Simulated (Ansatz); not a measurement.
The cluster NbO4H3, relaxed as a singlet with RKS PBE-D4/def2-SVP in Ansatz, starting from the GFN1-xTB geometry. Force threshold 0.02 eV/Å.

In the def2 sets Nb takes a core potential; there is no spin–orbit coupling. The structure holds one bond between oxygen atoms, so isomers without such links may lie far lower. No other spin state of charge 0 was run. Another isomer (singlet) lies 0.10 eV lower at PBE0-D4/def2-TZVP; other spin states weren't run for this one.

Start:

```xyz
8

Nb    0.0849   -0.4253    0.3304
O    -0.7268   -1.8881    0.4485
O     1.5954   -0.3136   -0.7255
O    -1.0363    0.9763    0.5104
O     0.5207    0.0226   -1.5299
H     0.5486    0.9995   -1.5532
H    -1.9607    1.0119    0.7663
H     0.9742   -0.3833    1.7530
```

```tsv
step	energy (eV)	largest force component (eV/Å)	SCF passes
1	-9773.8246	5.781	32
2	-9775.0164	1.635	41
3	-9775.1439	0.552	33
4	-9775.1625	0.237	35
5 (rejected)	-9775.1547	0.694	42
6	-9775.1693	0.065	35
7	-9775.1706	0.088	35
8	-9775.1718	0.071	35
9 (rejected)	-9775.0465	2.349	43
10	-9775.1722	0.023	36
11	-9775.1722	0.015	36
```

Force components are those of the run's own axes.

End:

| atom | x (Å) | y (Å) | z (Å) |
| --- | --- | --- | --- |
| Nb1 | -0.032 | -0.396 | 0.376 |
| O2 | -0.738 | -1.958 | 0.405 |
| O3 | 1.703 | -0.238 | -0.654 |
| O4 | -1.224 | 1.058 | 0.728 |
| O5 | 0.641 | -0.019 | -1.679 |
| H6 | 0.751 | 0.934 | -1.900 |
| H7 | -2.173 | 1.074 | 0.948 |
| H8 | 1.073 | -0.456 | 1.777 |

By distances, no bond broke or formed. The bond that changes most is Nb1–O5, from 1.96 to 2.19 Å (atoms count from 1).

No frequencies were taken in this run, so the end may be a saddle point.

It took 14 s on 4 threads of Arm Neoverse V2 on a shared host.
